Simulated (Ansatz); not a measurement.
C2H7NOSi can be A, `CNC(=O)[SiH3]`, or B, `OC1C[SiH2]N1`.

Gas-phase electronic energies from Ansatz, PBE0-D4/def2-TZVP geometries. CCSD(T)/CBS is the MP2 limit (def2-TZVPP, def2-QZVPP) plus CCSD(T) − MP2 in def2-TZVPP, frozen cores. Functionals use def2-TZVPP. Each species was taken in one conformer, which may not be the lowest.

(1) Which isomer does CCSD(T)/CBS put lower? Give the gap. (Best estimate.)

(2) Give E(B) − E(A) in kcal/mol with LDA (SPW92), CCSD(T)/def2-TZVPP, B2PLYP, HF/def2-TZVPP, CCSD/def2-TZVPP, CCSD(T)/def2-SVP, PBE0-D4. (Estimate.)

(3) Does the order hold for the free energy at 298.15 K (harmonic terms from PBE0-D4)? (An estimate is asked.)

Largest T1 diagnostic: 0.016.

Answers

(1) Ansatz gave: B, by 4.9 kcal/mol.

(2) Ansatz gave: LDA (SPW92) -4.1, CCSD(T)/def2-TZVPP -3.6, B2PLYP 0.3, HF/def2-TZVPP 0.3, CCSD/def2-TZVPP -4.6, CCSD(T)/def2-SVP 4.3, PBE0-D4 -3.3. The order is the other way round with B2PLYP, HF/def2-TZVPP, CCSD(T)/def2-SVP.

(3) The calculation gave: Yes: G(B) − G(A) = -1.5 kcal/mol, for one conformer each.

The D4 term adds −0.9 kcal/mol with B3LYP and −0.4 kcal/mol with PBE0; it sums over pairs of atoms, weighted by their polarisabilities, and B3LYP, whose exchange is more repulsive, gets the larger term. From PBE to PBE0 (25 % exact exchange), in def2-TZVPP and without D4, E(B) − E(A) moves by −4.6 kcal/mol.

B3LYP here is the variant with VWN-RPA as its local correlation; programs differ in this.
